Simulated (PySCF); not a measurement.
Radial density of Ga⁺ (gallium, charge +1)

UHF, [Ar] 3d10 4s1 5s1, high-spin 3S determinant (an excited configuration). Computed with PySCF 2.14 in x2c-QZVPPall with one added diffuse shell each of s, p, d, f type (12s8p6d5f1g, 110 functions), with scalar relativity by spin-free X2C-1e.

| r (bohr) | 4πr²ρ (e/bohr) | 4πr²(ρα − ρβ) |
| --- | --- | --- |
| 0.000815 | 0.2608 | 0.0002 |
| 0.00137 | 0.6573 | 0.0004 |
| 0.00231 | 1.622 | 0.0010 |
| 0.00388 | 3.868 | 0.0025 |
| 0.00652 | 8.682 | 0.0054 |
| 0.0110 | 17.56 | 0.0107 |
| 0.0185 | 29.78 | 0.0166 |
| 0.0310 | 37.92 | 0.0154 |
| 0.0522 | 33.50 | 0.0014 |
| 0.0878 | 32.02 | 0.0094 |
| 0.148 | 43.83 | 0.0421 |
| 0.249 | 28.71 | -0.0270 |
| 0.418 | 23.33 | 0.0426 |
| 0.703 | 22.83 | -0.0285 |
| 1.18 | 6.159 | 0.2995 |
| 1.99 | 1.083 | 0.6272 |
| 3.35 | 0.2001 | 0.1928 |
| 5.63 | 0.2391 | 0.2391 |
| 9.47 | 0.02783 | 0.0278 |
| 15.9 | 2.927e-05 | 0.0000 |

Densities and radii are taken from the X2C orbitals without a picture-change correction, which distorts them close to the nucleus.

The outer electron is Rydberg-like, and this basis confines it to a smaller radius and binds it less than a complete one would.

Problem. Where is the radial spin density 4πr²(ρα − ρβ) most negative, and why is it negative at all?

Solution. Around r = 0.703 bohr, down to -0.0285 e/bohr: exchange with the open shell polarises the paired shells in an unrestricted calculation.
